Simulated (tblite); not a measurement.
Compound: C3H7OSSi (doublet state).
Structure used (GFN2-xTB), in Å, numbered top down from 1:
```xyz
13
C3H7OSSi angstrom
O      2.3136   -1.1061   -0.1800
Si     0.7611   -1.1692    0.2843
C     -0.2571    0.2033   -0.6050
C      0.0695    1.5821   -0.1690
S     -1.3539    1.8601    0.7822
C     -1.7061    0.3043   -0.1181
H      2.8357   -0.3094   -0.1319
H      0.6224   -0.9612    1.7257
H      0.3472   -2.4857   -0.1758
H     -0.1689    0.0543   -1.6883
H      1.0218    2.0355    0.0308
H     -2.0500   -0.4837    0.5468
H     -2.4397    0.4763   -0.9031
```

Level: GFN2-xTB in tblite, geometry and Hessian alike; calculated harmonic values, unscaled, isolated species. Errors from tens to a few hundred cm⁻¹ against measured bands are possible. Modes of hydrogen on silicon can be 10 to 20 % off. One conformer, not necessarily the lowest. Open shells enter through the occupations alone, without spin polarisation, and single modes of such species can be off by tens of per cent.

Harmonic wavenumbers (cm⁻¹): 51.1, 93.5, 142.3, 242.0, 276.7, 302.8, 468.6, 500.4, 584.4, 616.5, 659.0, 732.0, 750.5, 766.9, 785.6, 866.2, 877.3, 911.1, 1014.0, 1032.3, 1052.8, 1152.9, 1160.9, 1195.3, 1221.1, 1445.4, 2262.7, 2335.6, 2874.5, 2996.8, 3012.9, 3111.1, 3661.3.

A = 5895, B = 1292, C = 1193 MHz; mass 118.999 u (most abundant isotopes); point group C1, symmetry number 1; spin multiplicity 2.

Task: What is the zero-point energy?

Result: Half the sum of the wavenumbers: 19578 cm⁻¹ = 55.98 kcal/mol.

Task: Entropy at 298.15 K, 1 bar (ideal gas, RRHO, classical rotation)?

Result: Translation 40.26, rotation 27.96, vibration 20.40, spin (R ln 2) 1.38: S = 90.0 cal/(mol K).

Task: And Cp and H(298.15 K) − H(0)?

Result: Cp = 30.94 cal/(mol K), of which vibrations give 22.99 (their classical limit is 33 R = 65.6); H(298.15 K) − H(0) = 5.66 kcal/mol without the zero-point energy, 3.29 from vibrations.

Task: Which modes carry the vibrational entropy at 298.15 K?

Result: 51.1 cm⁻¹: 4.77; 93.5 cm⁻¹: 3.59; 142.3 cm⁻¹: 2.77; 242.0 cm⁻¹: 1.79; 276.7 cm⁻¹: 1.55; 302.8 cm⁻¹: 1.40 cal/(mol K); the other 27 give 4.52 together.

Task: Blend soft modes into free rotors: weight 1/[1 + (100 cm⁻¹/ν̃)⁴] for the oscillator and the rest for a rotor with moment μB/(μ + B), μ = h/(8π²ν), B = 10⁻⁴⁴ kg m². What vibrational entropy results?

Result: 18.81 cal/(mol K) in place of 20.40, which changes −T·S at 298.15 K by +0.47 kcal/mol.

Hindered rotation and anharmonicity are outside this model. Other conformers, if any are populated, would add a mixing term that is left out. The structure is chiral; the term R ln 2 for an equal mix with its mirror image is left out.
